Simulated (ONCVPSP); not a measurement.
# Pseudopotential generation for Cd (Z = 48): ONCV, PBE, fully relativistic.

```
Element                 : Cd
Generator               : ONCVPSP 4.0.1
Type                    : optimised norm-conserving Vanderbilt (ONCV)
Functional              : PBE
Relativity              : fully relativistic
Frozen core             : [Ar] 3d10
Valence charge          : 20
Reference configuration : 4s2 4p6 4d10 5s1 (charge +1)
Partial waves           : 4s+5s: rc 1.58 bohr, ncon 4, nbas 9, qcut 11 1/bohr, 2 projectors; 4p: rc 1.76 bohr, ncon 3, nbas 6, qcut 11.1 1/bohr, 2 projectors, debl 2.8 Ha; 4d: rc 1.58 bohr, ncon 3, nbas 7, qcut 9.1 1/bohr, 2 projectors, debl 1.4 Ha; f scattering state at 0.17 Ha: rc 1.42 bohr, ncon 5, nbas 10, qcut 10.1 1/bohr, 2 projectors, debl 3.8 Ha
Local potential         : polynomial inside 1.30 bohr (lpopt 4, dvloc0 6 Ha)
Core correction         : Teter function, fcfact 2, rcfact 1.3
```

Open shells are filled in proportion to 2j + 1.

* Cutoffs needed: 33 Ha and 39 Ha (the cutoffs (Ha) at which the residual kinetic energy of the hardest occupied pseudo-wave falls to 1 and 0.1 mHa per electron)
* Ghost test: no bound ghost flagged; no localised positive-energy state flagged
* Largest excitation error: +3.1 meV (all-electron minus pseudo) for 4s2 4p6 4d9 5s0, out of 4 test configurations
* rms error of d²Exc/dni dnj: 7.27 mHa without and 5.34 mHa with the model core
